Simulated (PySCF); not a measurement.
A structure optimised at PBE-D3(BJ)/def2-SVP, used in a PySCF frequency run:

```
Sn
F 1 1.9521
O 1 1.9821 2 111.54
H 3 0.9795 1 107.99 2 -82.92
O 1 1.9906 2 106.14 3 -118.89
H 5 0.9794 1 108.55 2 -36.02
Cl 1 2.3383 2 106.77 6 -110.28
```

Task: Write its SMILES and formula.

Result: [OH][Sn]([OH])([F])[Cl], ClFH2O2Sn

Task: What are its rotational constants (standard atomic weights)?

Result: 2.7461, 1.6999, 1.6451 GHz
